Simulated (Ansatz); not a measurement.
Geometry optimisation, Ansatz 0.2.0, RKS r2SCANh-D4/def2-SVP.

Input file:

```yaml
crystal:
  periodic: [false, false, false]
  atoms:
    - { symbol: Ge, position_ang: [0.0, 0.0, 0.0] }
    - { symbol: F, position_ang: [0.0, 0.0, 1.68] }
    - { symbol: H, position_ang: [1.4616, 0.0, -0.5162] }
    - { symbol: Cl, position_ang: [-1.0456, 1.8115, -0.7393] }
    - { symbol: H, position_ang: [-0.73, -1.2648, -0.5162] }
basis:
  gaussian: { orbitals: def2-SVP }
hamiltonian:
  xc: r2scanh
  dispersion: d4
relax:
  f_tol: 0.02
  max_steps: 40
```

Run as:

```bash
$ ansatz run input.yaml --threads 1 --pin off --max-ram 2048MiB --backend cpu --events-out ev --progress --plain --runs-dir out
```

Problem. Where does it end, and by what steps?

Solution. The run converged. After 5 steps the energy has fallen by 0.131 eV; Cl4 moved furthest, 0.08 Å.

```
step  energy less start (eV)  largest force component (eV/Å)  accepted
   0                  0.0000                           2.566       yes
   1                 -0.0923                           0.858       yes
   2                 -0.1295                           0.189       yes
   3                 -0.1311                           0.025       yes
   4                 -0.1312                           0.037       yes
   5                 -0.1313                           0.002       yes
```

```xyz
5
Properties=species:S:1:pos:R:3
Ge 0.013 -0.021 -0.059
F -0.005 0.009 1.671
H 1.471 0.058 -0.494
Cl -1.007 1.745 -0.714
H -0.785 -1.244 -0.495
```

Whether the end is a true minimum wasn't checked by a vibrational analysis.

The run took 48 s on 1 thread of Arm Neoverse N1, with other jobs on the host, peak memory 0.16 GiB.
